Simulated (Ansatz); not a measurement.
The cluster Cu₂I⁺. The state is a triplet with charge 1. Geometry r2SCAN-D4/def2-TZVP, that of the neutral doublet; atoms count from 1.

```xyz
3

Cu   -0.2754   -1.3490   -0.1052
Cu   -0.4457    0.7379   -1.0777
I     0.7211    0.6110    1.1829
```

In the def2 sets I takes a core potential; there is no spin–orbit coupling. At PBE0-D4/def2-TZVP a singlet of charge 1 lies 2.21 eV below the triplet at the same geometry. The structure comes from a short search, and lower isomers may exist.

Problem. Estimate the Mulliken populations from the PBE0/def2-TZVP orbitals of Ansatz.

Solution. 
```tsv
atom	charge (e)	spin (α − β)	d electrons
Cu1	0.37	0.68	9.66
Cu2	0.37	0.68	9.66
I3	0.26	0.63	–
```
Mulliken values depend strongly on the basis.

Problem. Where does the spin sit?

Solution. Summed by element: Cu 1.37, I 0.63, of 2 unpaired in all. Largest on single atoms: Cu1 0.68, Cu2 0.68, I3 0.63.

Problem. And the Mayer bond orders between heavy atoms (over 0.3)?

Solution. Cu1–Cu2 0.88 (2.31 Å); Cu1–I3 0.77 (2.55 Å); Cu2–I3 0.77 (2.55 Å).
